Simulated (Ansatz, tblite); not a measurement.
Cost and result up the ladder for the cluster HfAl₆ (7 atoms). Charge 0, multiplicity 1. Geometry: r2SCAN-D4/def2-SVP.

```xyz
7

Hf    0.909   -1.321    1.031
Al   -1.554    1.469   -0.644
Al   -0.260   -0.597   -1.478
Al   -0.635    0.811    1.859
Al   -1.790   -0.990    0.558
Al    2.369   -0.664   -1.213
Al    0.960    1.292   -0.112
```

Ansatz on 4 threads of Arm Neoverse V1 on a shared host; xTB runs through tblite on one thread. Times are rough, summed over both states, and most runs start from the orbitals of an earlier one. PBE0-D4/def2-TZVP serves as the yardstick here, not as an exact answer. The other state is a quintet at its own geometry.

In the def2 sets Hf takes a core potential; there is no spin–orbit coupling. The xTB rows come from tblite. HSE06 is defined as in plane-wave codes, on full-range PBE exchange. The structure comes from a short search, and lower isomers may exist.

xTB has no spin-polarisation term.

```json
{"level": "GFN1-xTB", "functions": "63", "wall time": "0.025 s"}
{"level": "PBE-D4/def2-TZVP", "functions": "262", "wall time": "19 s"}
{"level": "HSE06-D4/def2-TZVP", "functions": "262", "wall time": "38 s"}
{"level": "PBE0-D4/def2-TZVP", "functions": "262", "wall time": "54 s"}
{"level": "BHLYP-D4/def2-TZVP", "functions": "262", "wall time": "83 s"}
{"level": "r2SCAN-D4/def2-TZVP (with forces)", "functions": "262", "wall time": "1.8 min"}
```

Task: Estimate what each level gives for the quintet − singlet (eV).

Result: 
```
                            level  quintet − singlet (eV)  difference from PBE0-D4/def2-TZVP (eV)
                         GFN1-xTB                    0.42                                   -0.42
                 PBE-D4/def2-TZVP                    0.98                                    0.14
               HSE06-D4/def2-TZVP                    0.84                                    0.00
                PBE0-D4/def2-TZVP                    0.84                                    0.00
               BHLYP-D4/def2-TZVP                    0.69                                   -0.15
r2SCAN-D4/def2-TZVP (with forces)                    0.76                                   -0.08
```
